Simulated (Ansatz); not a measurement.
Geometry optimisation, RHF/def2-SVP (Ansatz 0.2.0).

Input file:

```yaml
crystal:
  periodic: [false, false, false]
  atoms:
    - { symbol: Sn, position_ang: [-0.273959, 0.070379, 0.170327] }
    - { symbol: Cl, position_ang: [-0.956382, -0.193209, 2.431969] }
    - { symbol: O, position_ang: [1.712622, 0.245511, 0.118378] }
    - { symbol: H, position_ang: [2.191118, -0.355058, -0.44243] }
    - { symbol: O, position_ang: [-1.105981, 1.509085, -0.787206] }
    - { symbol: H, position_ang: [-1.768259, 1.281576, -1.426] }
    - { symbol: O, position_ang: [-0.562753, -1.599439, -0.763423] }
    - { symbol: H, position_ang: [-0.812365, -2.368464, -0.26934] }
    - { symbol: O, position_ang: [1.240656, 2.09572, 2.030837] }
    - { symbol: Al, position_ang: [2.7099, 1.400518, 1.407443] }
    - { symbol: H, position_ang: [3.421347, 0.295985, 2.31893] }
    - { symbol: H, position_ang: [3.591106, 2.33751, 0.472261] }
    - { symbol: H, position_ang: [0.735148, 1.725287, 2.767154] }
basis:
  gaussian: { orbitals: def2-SVP }
hamiltonian:
  xc: hf
relax:
  f_tol: 0.03
  max_steps: 50
output:
  orbitals: {}
```

Launched with:

```bash
$ ansatz run input.yaml --threads 4 --pin off --max-ram 5120MiB --backend cpu --events-out ev --progress --plain --runs-dir out
```

**Question.** Where does it end, and by what steps?

**Answer.** The run converged. The force dipped under the threshold on the way, but the program's further checks kept it going. After 24 steps the energy has fallen by 1.126 eV; H13 moved furthest, 1.11 Å. Joined: Sn1–O9 (3.14 → 2.13 Å).

```tsv
step	energy less start (eV)	largest force component (eV/Å)	accepted
0	0.0000	1.279	yes
1	-0.1893	2.452	yes
2	-0.4267	2.899	yes
3	-0.7792	2.748	yes
4	-0.8190	2.546	yes
5	-1.0421	0.603	yes
6	-1.0622	0.645	yes
7	-1.1044	0.183	yes
8	-1.1108	0.095	yes
9	-1.1156	0.111	yes
10	-1.0205	1.999	no
11	-1.1166	0.107	yes
12	-1.1181	0.090	yes
13	-1.1188	0.127	yes
14	-1.1196	0.300	yes
15	-1.1212	0.139	yes
16	-1.1219	0.028	yes
17	-1.1228	0.055	yes
18	-1.1197	0.665	no
19	-1.1232	0.055	yes
20	-1.1241	0.277	yes
21	-1.1249	0.141	yes
22	-1.1253	0.033	yes
23	-1.1257	0.043	yes
24	-1.1261	0.021	yes
```

```xyz
13
Properties=species:S:1:pos:R:3
Sn -0.124 0.140 0.538
Cl -1.080 -0.836 2.428
O 1.918 -0.094 0.273
H 2.238 -0.793 -0.281
O -1.086 1.632 -0.246
H -1.620 1.435 -1.002
O -0.358 -1.274 -0.801
H -0.965 -1.972 -0.606
O 0.969 1.586 1.661
Al 2.745 1.240 1.284
H 3.542 0.613 2.495
H 3.384 2.367 0.377
H 0.559 2.403 1.908
```

Whether the end is a true minimum wasn't checked by a vibrational analysis.

Run time: 54 s on 4 threads of Arm Neoverse V2, on a shared host, peak memory 0.43 GiB.
